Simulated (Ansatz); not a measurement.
`CN(C)c1ccc(-c2ccc(-c3ccc(-c4ccc(-c5ccc(-c6ccc(C#N)cc6)cc5)cc4)cc3)cc2)cc1`. The state is a singlet with charge 0. Geometry r2SCAN-D4/def2-SVP; atoms count from 1.

Cartesian coordinates in Å:
```
C 7.210 7.863 -7.431
N 7.362 6.430 -7.334
C 8.378 5.753 -8.106
C 6.535 5.706 -6.503
C 6.675 4.302 -6.361
C 5.832 3.581 -5.522
C 4.812 4.199 -4.773
C 3.925 3.424 -3.886
C 3.389 3.985 -2.709
C 2.551 3.254 -1.872
C 2.202 1.922 -2.168
C 1.311 1.146 -1.282
C 1.318 1.338 0.114
C 0.479 0.605 0.949
C -0.414 -0.352 0.430
C -1.306 -1.129 1.315
C -0.902 -1.509 2.609
C -1.742 -2.245 3.441
C -3.029 -2.632 3.021
C -3.920 -3.413 3.902
C -3.404 -4.364 4.805
C -4.244 -5.101 5.636
C -5.640 -4.926 5.599
C -6.532 -5.711 6.477
C -7.817 -6.099 6.045
C -8.661 -6.839 6.866
C -8.239 -7.216 8.156
C -9.101 -7.976 9.005
N -9.805 -8.597 9.698
C -6.958 -6.834 8.601
C -6.123 -6.095 7.770
C -6.158 -3.977 4.696
C -5.317 -3.237 3.869
C -3.435 -2.249 1.728
C -2.593 -1.518 0.894
C -0.423 -0.543 -0.966
C 0.419 0.187 -1.800
C 2.736 1.359 -3.343
C 3.575 2.090 -4.179
C 4.681 5.594 -4.916
C 5.508 6.333 -5.753
H 7.971 8.263 -8.113
H 7.338 8.361 -6.452
H 6.216 8.152 -7.825
H 8.908 6.485 -8.728
H 9.126 5.249 -7.464
H 7.946 4.988 -8.777
H 7.458 3.768 -6.900
H 5.995 2.504 -5.422
H 3.652 5.011 -2.435
H 2.141 3.732 -0.977
H 2.010 2.062 0.554
H 0.501 0.793 2.027
H 0.097 -1.239 2.962
H -1.401 -2.509 4.446
H -2.327 -4.554 4.829
H -3.811 -5.858 6.296
H -8.147 -5.840 5.036
H -9.650 -7.142 6.513
H -6.631 -7.116 9.606
H -5.143 -5.782 8.140
H -7.235 -3.787 4.671
H -5.749 -2.480 3.209
H -4.421 -2.549 1.361
H -2.947 -1.224 -0.098
H -1.090 -1.292 -1.402
H 0.373 0.024 -2.880
H 2.503 0.320 -3.596
H 3.954 1.624 -5.093
H 3.883 6.116 -4.378
H 5.344 7.409 -5.834
```

Single mean-field runs in def2-SVP are fitted with def2-universal-jkfit.

(1) Estimate the Mulliken populations of the heavy atoms from the PBE0/def2-SVP orbitals of Ansatz.

(2) And the Mayer bond orders between heavy atoms (over 0.3, the first 40 of 46)?

Results:

(1) 
```json
{"atom": "C1", "charge (e)": "0.07"}
{"atom": "N2", "charge (e)": "-0.41"}
{"atom": "C3", "charge (e)": "0.07"}
{"atom": "C4", "charge (e)": "0.22"}
{"atom": "C5", "charge (e)": "-0.09"}
{"atom": "C6", "charge (e)": "-0.04"}
{"atom": "C7", "charge (e)": "0.03"}
{"atom": "C8", "charge (e)": "0.04"}
{"atom": "C9", "charge (e)": "-0.04"}
{"atom": "C10", "charge (e)": "-0.03"}
{"atom": "C11", "charge (e)": "0.03"}
{"atom": "C12", "charge (e)": "0.04"}
{"atom": "C13", "charge (e)": "-0.03"}
{"atom": "C14", "charge (e)": "-0.03"}
{"atom": "C15", "charge (e)": "0.03"}
{"atom": "C16", "charge (e)": "0.03"}
{"atom": "C17", "charge (e)": "-0.03"}
{"atom": "C18", "charge (e)": "-0.03"}
{"atom": "C19", "charge (e)": "0.03"}
{"atom": "C20", "charge (e)": "0.04"}
{"atom": "C21", "charge (e)": "-0.03"}
{"atom": "C22", "charge (e)": "-0.03"}
{"atom": "C23", "charge (e)": "0.03"}
{"atom": "C24", "charge (e)": "0.04"}
{"atom": "C25", "charge (e)": "-0.04"}
{"atom": "C26", "charge (e)": "0.04"}
{"atom": "C27", "charge (e)": "-0.14"}
{"atom": "C28", "charge (e)": "-0.06"}
{"atom": "N29", "charge (e)": "-0.01"}
{"atom": "C30", "charge (e)": "0.04"}
{"atom": "C31", "charge (e)": "-0.04"}
{"atom": "C32", "charge (e)": "-0.03"}
{"atom": "C33", "charge (e)": "-0.03"}
{"atom": "C34", "charge (e)": "-0.03"}
{"atom": "C35", "charge (e)": "-0.03"}
{"atom": "C36", "charge (e)": "-0.03"}
{"atom": "C37", "charge (e)": "-0.03"}
{"atom": "C38", "charge (e)": "-0.03"}
{"atom": "C39", "charge (e)": "-0.04"}
{"atom": "C40", "charge (e)": "-0.04"}
{"atom": "C41", "charge (e)": "-0.09"}
```
Mulliken values depend strongly on the basis.

(2) C1–N2 1.00 (1.44 Å); N2–C3 1.00 (1.44 Å); N2–C4 1.13 (1.38 Å); C4–C5 1.30 (1.42 Å); C4–C41 1.30 (1.42 Å); C5–C6 1.42 (1.39 Å); C6–C7 1.35 (1.41 Å); C7–C8 1.02 (1.47 Å); C7–C40 1.35 (1.41 Å); C8–C9 1.36 (1.41 Å); C8–C39 1.36 (1.41 Å); C9–C10 1.41 (1.39 Å); C10–C11 1.36 (1.41 Å); C11–C12 1.01 (1.48 Å); C11–C38 1.36 (1.41 Å); C12–C13 1.36 (1.41 Å); C12–C37 1.36 (1.41 Å); C13–C14 1.41 (1.39 Å); C14–C15 1.36 (1.41 Å); C15–C16 1.01 (1.48 Å); C15–C36 1.36 (1.41 Å); C16–C17 1.36 (1.41 Å); C16–C35 1.36 (1.41 Å); C17–C18 1.41 (1.39 Å); C18–C19 1.36 (1.41 Å); C19–C20 1.02 (1.48 Å); C19–C34 1.36 (1.41 Å); C20–C21 1.36 (1.41 Å); C20–C33 1.36 (1.41 Å); C21–C22 1.41 (1.39 Å); C22–C23 1.36 (1.41 Å); C23–C24 1.02 (1.48 Å); C23–C32 1.36 (1.41 Å); C24–C25 1.36 (1.41 Å); C24–C31 1.36 (1.41 Å); C25–C26 1.40 (1.39 Å); C26–C27 1.35 (1.41 Å); C27–C28 1.09 (1.43 Å); C27–C30 1.35 (1.41 Å); C28–N29 2.98 (1.17 Å).
